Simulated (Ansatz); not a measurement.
The cluster Cu₃H₂⁺, relaxed as a singlet with RKS B3LYP-D4/def2-TZVP in Ansatz, starting from the GFN1-xTB geometry. Force threshold 0.02 eV/Å.

The structure comes from a short search, and lower isomers may exist.

Start:

Cartesian coordinates in Å:
```
Cu -0.052 0.111 -0.003
Cu 2.122 0.801 0.879
Cu -1.880 -1.266 -0.884
H -0.864 -0.204 -1.290
H 0.674 0.558 1.297
```

(1) Estimate the energy that the relaxation releases and the steps that it takes.

(2) Does the start keep its bonding?

(3) Predict the relaxed structure.

Results:

(1) 6.3 kJ/mol, in 3 steps; 8.5 s on 4 threads of Arm Neoverse V2 on a shared host. No frequencies were taken in this run, so the end may be a saddle point.

(2) By distances, no bond broke or formed. The bond that changes most is Cu1–H4, from 1.55 to 1.61 Å (atoms count from 1).

(3) 
Cartesian coordinates in Å:
```
Cu -0.060 0.116 0.001
Cu 2.201 0.839 0.925
Cu -1.956 -1.307 -0.931
H -0.904 -0.227 -1.329
H 0.719 0.579 1.335
```
Bond lengths (bridged metal pairs left out): 4 × Cu–H 1.56 to 1.61 Å.
